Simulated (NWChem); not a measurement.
**Basis-set convergence for HBF2O**

```xyz
5

B      0.0122     0.0189     0.0000
F     -1.3238    -0.0827     0.0000
F      0.5532     1.2336     0.0000
O      0.8201    -1.0691     0.0000
H      0.3133    -1.9004     0.0000
```
Charge 0, spin multiplicity 1.

Program: NWChem. All single points use one geometry, from PBE/def2-SVP, a minimum by its harmonic frequencies. It is one conformer; others weren't searched.

Quantity: dipole moment at the level PBE.

The Pople sets run with spherical d functions. The structure started from a generated list of species.

```json
[
 {"basis": "STO-3G", "functions": "21", "dipole moment (D)": "…"},
 {"basis": "3-21G", "functions": "38", "dipole moment (D)": "…"},
 {"basis": "cc-pVDZ", "functions": "61", "dipole moment (D)": "1.98"},
 {"basis": "6-311++G**", "functions": "95", "dipole moment (D)": "…"},
 {"basis": "def2-SVPD", "functions": "97", "dipole moment (D)": "1.96"},
 {"basis": "aug-pcseg-1", "functions": "101", "dipole moment (D)": "1.91"},
 {"basis": "aug-cc-pVDZ", "functions": "101", "dipole moment (D)": "1.92"},
 {"basis": "def2-TZVP", "functions": "130", "dipole moment (D)": "1.97"},
 {"basis": "cc-pVTZ", "functions": "134", "dipole moment (D)": "1.94"},
 {"basis": "cc-pVQZ", "functions": "250", "dipole moment (D)": "1.93"}
]
```

Problem. Complete the blanks.

Solution. 
- STO-3G, dipole moment (D): 1.42
- 3-21G, dipole moment (D): 2.25
- 6-311++G**, dipole moment (D): 2.05
